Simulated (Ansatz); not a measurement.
```yaml
crystal:
  periodic: [false, false, false]
  atoms:
    - {symbol: C, position_ang: [3.020323, 0.382255, -2.226053]}
    - {symbol: N, position_ang: [1.249869, -0.852127, -0.553773]}
    - {symbol: C, position_ang: [2.196727, -3.197245, 0.469842]}
    - {symbol: Nb, position_ang: [-2.025803, 0.648785, 0.261585]}
    - {symbol: O, position_ang: [-3.835722, 1.710076, -2.667740]}
    - {symbol: O, position_ang: [-2.837386, 0.964475, 3.860685]}
    - {symbol: O, position_ang: [-0.806005, 4.107589, 0.547171]}
    - {symbol: O, position_ang: [-3.706011, -2.494639, 0.748758]}
    - {symbol: H, position_ang: [4.798773, 0.803116, -1.240421]}
    - {symbol: H, position_ang: [2.254244, 2.160400, -2.930187]}
    - {symbol: H, position_ang: [3.462538, -0.827976, -3.851682]}
    - {symbol: H, position_ang: [0.758698, -4.121944, 1.615268]}
    - {symbol: H, position_ang: [3.874780, -2.873574, 1.647403]}
    - {symbol: H, position_ang: [2.734771, -4.493157, -1.058760]}
    - {symbol: H, position_ang: [-3.886344, 3.452917, -3.165034]}
    - {symbol: H, position_ang: [-2.675884, 2.612568, 4.593363]}
    - {symbol: H, position_ang: [-0.007178, 5.075512, 1.845083]}
    - {symbol: H, position_ang: [-4.641069, -3.035867, 2.202386]}
basis:
  gaussian: {orbitals: def2-TZVPD}
hamiltonian: {xc: {name: wB97X-V}}
output: {forces: true}
```

```sh
$ ansatz run in.yaml --threads 4 --pin off --events-out ev --progress --plain --max-ram 63488MiB --backend cuda --devices 0, --max-vram 37GiB
```

Shortened log:

```
Functional definition: wB97X-V
2115 factors; their error is unknown
790 factors; integrals over basis functions are off by at most 2.9e-5 eV
mean field evaluation 1: about -13296.6444 eV, gradient 1.7e2 eV
mean field evaluation 2: about -12146.6636 eV, gradient 5.4e2 eV
mean field evaluation 4: about -13198.0904 eV, gradient 2.0e2 eV
mean field evaluation 8: about -13388.9456 eV, gradient 1.9e1 eV
mean field evaluation 16: about -13391.0699 eV, gradient 6.3e-1 eV
mean field evaluation 32: about -13391.1129 eV, gradient 4.6e-5 eV
mean field -13391.11294419 eV, -492.1143238766 hartree, gradient 5.6e-8 eV, S^2 0.000000; 6 other end points of the search recorded, 0 dependent functions left out
reference -13391.11293847 eV, -492.1143236663 hartree; 37, 37 occupied and 364, 364 virtual orbitals, 2115 factors
Total energy: -13391.11293847 eV, -492.1143236663 hartree
Atom 0 at     3.020323     0.382255    -2.226053 Å, force     1.567770     1.135385    -1.505568 eV/Å
Atom 1 at     1.249869    -0.852127    -0.553773 Å, force     1.594443    -0.490460    -0.426984 eV/Å
Atom 2 at     2.196727    -3.197245     0.469842 Å, force     0.839190    -2.205137     0.903023 eV/Å
Atom 3 at    -2.025803     0.648785     0.261585 Å, force    -1.322811     0.919830     0.773096 eV/Å
Atom 4 at    -3.835722     1.710076    -2.667740 Å, force     0.604838     3.922672    -0.280704 eV/Å
Atom 5 at    -2.837386     0.964475     3.860685 Å, force     0.754145     4.019338     0.703875 eV/Å
Atom 6 at    -0.806005     4.107589     0.547171 Å, force     1.735411     1.433087     2.967706 eV/Å
Atom 7 at    -3.706011    -2.494639     0.748758 Å, force    -1.647618    -0.516697     3.399081 eV/Å
Atom 8 at     4.798773     0.803116    -1.240421 Å, force    -3.095434    -0.817696    -1.476926 eV/Å
Atom 9 at     2.254244     2.160400    -2.930187 Å, force     1.088932    -3.042474     1.331751 eV/Å
Atom 10 at     3.462538    -0.827976    -3.851682 Å, force    -0.881556     1.887114     2.841039 eV/Å
Atom 11 at     0.758698    -4.121944     1.615268 Å, force     2.214437     1.716959    -1.950602 eV/Å
Atom 12 at     3.874780    -2.873574     1.647403 Å, force    -2.824918    -0.325240    -2.026707 eV/Å
Atom 13 at     2.734771    -4.493157    -1.058760 Å, force    -0.948179     2.331349     2.418575 eV/Å
Atom 14 at    -3.886344     3.452917    -3.165034 Å, force     0.266543    -4.545538     1.482886 eV/Å
Atom 15 at    -2.675884     2.612568     4.593363 Å, force    -0.362669    -4.297117    -2.123024 eV/Å
Atom 16 at    -0.007178     5.075512     1.845083 Å, force    -2.118824    -2.785957    -3.275804 eV/Å
Atom 17 at    -4.641069    -3.035867     2.202386 Å, force     2.536299     1.660582    -3.754713 eV/Å
Dipole moment:     3.945636    -1.626118    -0.878983 e Å
```

Something in this input is off. What?

The coordinates are in bohr but typed as ångström. The calculation finished and met its thresholds. The result belongs to that input, not to the molecule as meant.
